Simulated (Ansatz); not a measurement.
AlCl (SMILES [Al][Cl]), singlet, geometry from GFN2-xTB (such geometries of metal compounds can be far from the true shape). Base run: Ansatz (an electronic-structure program) with PBE/cc-pVDZ.

Geometry (Å):
```xyz
2

Al     0.0000     0.0000    -1.1541
Cl     0.0000     0.0000     0.8826
```
Charge 0, spin multiplicity 1.
All else is at Ansatz's defaults.
Base energy -702.35242 Eh.

Variants of this job, named by their change:

```
change                                                           ΔE vs base (kcal/mol)
---------------------------------------------------------------  ---------------------
base                                                                             0.000
final_grid = 10, 20, 41                                                          0.000
lower_state_search = off                                                         0.000
lower_state_search = light                                                       0.000
accuracy = high                                                                  0.000
forces = on                                                                      0.000
nuclear_model = gaussian                                                             ?
final_grid = 14, 28, 59                                                          0.000
point_charge = charge:1.0 position_ang:-2.3887, -1.6879, 2.6196                  -6.48
point_charge = charge:0.5 position_ang:-2.0787, -3.2736, 0.9175                  -0.75
final_grid = 4, 8, 17                                                            0.002
```

Question: Complete the blanks.

Answer: 
- nuclear_model = gaussian, ΔE vs base (kcal/mol): 0.351
